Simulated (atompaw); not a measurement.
# u(r) = r·R(r): atom against pseudo-atom (Zn)

Columns: radius, all-electron u(r) and pseudo u(r) of the 3d shell (level -50.72 eV) of zinc in the configuration [Ne] 3s2 3p6 3d9 4s0 4p0; PBE, scalar-relativistic, PAW (atompaw) scheme, atompaw 4.2.0.5.

```json
{"r (bohr)": "0.042", "all-electron": "0.0161", "pseudo": "0.0007"}
{"r (bohr)": "0.085", "all-electron": "0.0902", "pseudo": "0.0053"}
{"r (bohr)": "0.127", "all-electron": "0.2116", "pseudo": "0.0174"}
{"r (bohr)": "0.169", "all-electron": "0.3579", "pseudo": "0.0397"}
{"r (bohr)": "0.212", "all-electron": "0.5118", "pseudo": "0.0753"}
{"r (bohr)": "0.254", "all-electron": "0.6521", "pseudo": "0.1233"}
{"r (bohr)": "0.296", "all-electron": "0.7744", "pseudo": "0.1843"}
{"r (bohr)": "0.338", "all-electron": "0.8754", "pseudo": "0.2569"}
{"r (bohr)": "0.381", "all-electron": "0.9562", "pseudo": "0.3407"}
{"r (bohr)": "0.423", "all-electron": "1.0143", "pseudo": "0.4285"}
{"r (bohr)": "0.465", "all-electron": "1.0534", "pseudo": "0.5185"}
{"r (bohr)": "0.508", "all-electron": "1.0764", "pseudo": "0.6087"}
{"r (bohr)": "0.550", "all-electron": "1.0850", "pseudo": "0.6909"}
{"r (bohr)": "0.592", "all-electron": "1.0821", "pseudo": "0.7638"}
{"r (bohr)": "0.635", "all-electron": "1.0699", "pseudo": "0.8257"}
{"r (bohr)": "0.677", "all-electron": "1.0510", "pseudo": "0.8719"}
{"r (bohr)": "0.719", "all-electron": "1.0266", "pseudo": "0.9029"}
{"r (bohr)": "0.762", "all-electron": "0.9977", "pseudo": "0.9189"}
{"r (bohr)": "0.804", "all-electron": "0.9666", "pseudo": "0.9204"}
{"r (bohr)": "0.846", "all-electron": "0.9336", "pseudo": "0.9097"}
{"r (bohr)": "0.888", "all-electron": "0.8994", "pseudo": "0.8891"}
{"r (bohr)": "0.931", "all-electron": "0.8637", "pseudo": "0.8606"}
{"r (bohr)": "0.973", "all-electron": "0.8287", "pseudo": "0.8284"}
{"r (bohr)": "1.015", "all-electron": "0.7938", "pseudo": "0.7941"}
{"r (bohr)": "1.058", "all-electron": "0.7585", "pseudo": "0.7586"}
{"r (bohr)": "1.100", "all-electron": "0.7246", "pseudo": "0.7246"}
```

How many radial nodes do the two functions have?

The all-electron 3d function has n − l − 1 = 0; the pseudo-wave has 0.

Is the pseudo-wave norm-conserving?

No, it belongs to a PAW set: the norm inside the radius is not constrained, and the difference is carried by the augmentation charge.
